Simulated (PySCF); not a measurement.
# Lu (lutetium, neutral) across methods

[Xe] 4f14 5d2 6s1, high-spin 4F determinant (an excited configuration). All numbers are calculated (PySCF 2.14, the spin-free X2C one-electron Hamiltonian (Gaussian nucleus), in x2c-TZVPPall with one added diffuse shell each of s, p, d type (12s8p8d2f2g, 108 functions)).

```csv
method,E (hartree),mean ε 4f β (eV),mean ε 6s α (eV),mean ε 5d α (eV),Σ⟨r²⟩ (bohr²),⟨S²⟩
r2SCAN,-14563.50,-7.958,-4.778,-2.061,71.88,3.753
PBE,-14563.40,-8.163,-4.781,-1.940,73.48,3.751
LDA,-14553.79,-8.427,-4.958,-1.919,72.87,3.751
PBE0,-14563.15,-11.388,-5.283,-2.663,72.55,3.752
M06-2X,-14564.75,-15.286,-5.928,-3.249,70.97,3.752
PW91,-14564.94,-8.204,-4.828,-1.969,73.17,3.751
revPBE,-14563.80,-8.103,-4.727,-1.933,73.52,3.751
UHF,-14558.28146,-20.800,-6.494,-4.558,73.20,3.755
```

Spin-orbit coupling, absent here, splits the open shell strongly.
